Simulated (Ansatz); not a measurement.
Calculated with Ansatz (gas phase, PBE0-D4/def2-TZVP geometries, no zero-point term in ΔE). CBS: MP2 limit from def2 TZ/QZ plus the TZ coupled-cluster correction, frozen cores. Functionals use def2-TZVPP. B3LYP here is the variant with VWN-RPA as its local correlation; programs differ in this. One conformer a species, not always the lowest.

Reaction (ligand exchange at a B–C bond): `BC[SiH2][NH][AlH2]` + `[CH3][AlH][OH]` → `B[O][AlH][CH3]` + `C[SiH2][NH][AlH2]`

CCSD(T)/CBS gives -29.2 kcal/mol.

Another level gave -30.0 kcal/mol. Which?
A. HF/def2-TZVPP
B. PBE-D4/def2-TZVPP
C. CCSD/def2-TZVPP
D. B3LYP-D4/def2-TZVPP

C. CCSD/def2-TZVPP -30.0, PBE-D4 -28.3, HF/def2-TZVPP -33.9, B3LYP-D4 -31.0 kcal/mol.

Largest T1 diagnostic among the species: 0.013.

The D4 term adds +0.7 kcal/mol with B3LYP and +0.4 kcal/mol with PBE0; it sums over pairs of atoms, weighted by their polarisabilities, and B3LYP, whose exchange is more repulsive, gets the larger term. In def2-TZVPP, CCSD(T) changes the Hartree–Fock value by +4.4 kcal/mol (the triples alone add +0.5 kcal/mol) and MP2 by +4.8 kcal/mol.
